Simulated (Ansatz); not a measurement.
Abstraction of Cl: SiH2(SiH3)Cl + C2H5AlCl → SiH3(SiH2) + C2H5AlCl2

Species: SiH2(SiH3)Cl, singlet; C2H5AlCl `C[CH2][Al][Cl]`, doublet; SiH3(SiH2), doublet; C2H5AlCl2 (ethylaluminum dichloride) `C[CH2][Al]([Cl])[Cl]`, singlet. A radical takes Cl: the energy is the difference in strength between the Si–Cl bond broken and the Al–Cl bond made.

Shapes, held fixed at every level: PBE0-D4/def2-TZVP. Flexible molecules stand in one conformer, not always the lowest. Programs: Ansatz 0.2.0. Electronic energies: no zero-point or thermal term.

```json
{"level": "HF/def2-TZVPP", "kind": "Hartree–Fock", "ΔE (kJ/mol)": "-57.4", "less CCSD(T)/CBS estimate": "-2.0"}
{"level": "B3LYP-D4/def2-TZVPP", "kind": "global hybrid", "ΔE (kJ/mol)": "-49.8", "less CCSD(T)/CBS estimate": "+5.6"}
{"level": "BHLYP-D4/def2-TZVPP", "kind": "global hybrid", "ΔE (kJ/mol)": "-53.8", "less CCSD(T)/CBS estimate": "+1.6"}
{"level": "PBE0-D4/def2-TZVPP", "kind": "global hybrid", "ΔE (kJ/mol)": "-49.8", "less CCSD(T)/CBS estimate": "+5.6"}
{"level": "wB97M-V/def2-TZVPP", "kind": "range-separated hybrid", "ΔE (kJ/mol)": "-55.3", "less CCSD(T)/CBS estimate": "+0.1"}
{"level": "wB97X-V/def2-TZVPP", "kind": "range-separated hybrid", "ΔE (kJ/mol)": "-53.1", "less CCSD(T)/CBS estimate": "+2.3"}
{"level": "B2PLYP/def2-TZVPP", "kind": "double hybrid", "ΔE (kJ/mol)": "-53.9", "less CCSD(T)/CBS estimate": "+1.5"}
{"level": "CCSD(T)/CBS estimate", "kind": "coupled cluster or CI", "ΔE (kJ/mol)": "-55.4", "less CCSD(T)/CBS estimate": "0.0"}
```

The highest level, CCSD(T)/CBS estimate, gives ΔE = -55.4 kJ/mol; the levels span -57.4 to -49.8. The column of differences is taken from that level and isn't an error. No measured value is set beside it here. Open shells run unrestricted. The CBS estimate extrapolates MP2 from def2-TZVPP and def2-QZVPP and adds CCSD(T) − MP2 in the triple-zeta set, cores frozen.
